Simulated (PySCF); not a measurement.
**ECD: `C[C@@]1(F)CCO[C@@H]1F`, C5H8F2O**

Geometry (Å), atoms numbered from 1 in this order:
```xyz
16

C     1.7521    0.1988    0.1852
C     0.4461    0.1887   -0.5936
F     0.7246    0.3953   -1.9272
C    -0.3877   -1.0829   -0.3908
C    -1.3443   -0.7026    0.7498
O    -1.1417    0.6910    1.0190
C    -0.5264    1.2632   -0.0589
F    -1.4532    1.5695   -1.0373
H     1.5450    0.1378    1.2498
H     2.2978    1.1162   -0.0231
H     2.3653   -0.6468   -0.1166
H     0.2316   -1.9413   -0.1426
H    -0.9323   -1.2891   -1.3119
H    -2.3906   -0.8649    0.4745
H    -1.1308   -1.2346    1.6789
H    -0.0631    2.2105    0.2335
```

Theory: PySCF 2.14.0, TDDFT CAM-B3LYP/def2-SVPD circular dichroism and optical rotation, one conformer, gas phase. Geometry: GFN2-xTB.

Problem. Assign R or S to each stereocentre.

Solution. C2 R, C7 R.

Problem. Which excitations and rotatory strengths does the calculation give?

Solution. Rotatory strengths R in 10⁻⁴⁰ esu² cm², velocity form and length form (origin at the centre of mass); f in length form.
| state | E (eV) | λ (nm) | f | R (velocity) | R (length) | main |
| --- | --- | --- | --- | --- | --- | --- |
| 1 | 8.16 | 152 | 0.0007 | -1.5 | -1.3 | HOMO→LUMO 0.80 |
| 2 | 8.77 | 141 | 0.016 | +12.5 | +12.1 | HOMO−1→LUMO 0.62, HOMO→LUMO+1 0.12 |
| 3 | 8.98 | 138 | 0.014 | +8.8 | +10.5 | HOMO→LUMO+1 0.46, HOMO→LUMO+4 0.17 |
| 4 | 9.02 | 137 | 0.002 | +6.9 | +8.6 | HOMO→LUMO+5 0.29, HOMO−1→LUMO 0.20 |
| 5 | 9.28 | 134 | 0.007 | -10.7 | -10.1 | HOMO→LUMO+2 0.37, HOMO→LUMO+3 0.23 |
| 6 | 9.35 | 133 | 0.010 | -1.1 | -1.8 | HOMO→LUMO+3 0.20, HOMO→LUMO+4 0.18 |
| 7 | 9.45 | 131 | 0.031 | +15.8 | +15.5 | HOMO→LUMO+3 0.30, HOMO−1→LUMO+3 0.15 |
| 8 | 9.55 | 130 | 0.017 | -5.1 | -5.0 | HOMO−2→LUMO 0.55, HOMO→LUMO+2 0.11 |

Among the states computed, the strongest CD band (largest |R|) is state 7. The largest dissymmetry factor in size, g = 4R/(D+G), with D and G the electric and magnetic dipole strengths, is +0.061 for state 4 (velocity form, f = 0.002), among bands with |R| over 0.5. The mirror image has the same energies and oscillator strengths and all R with the opposite sign.
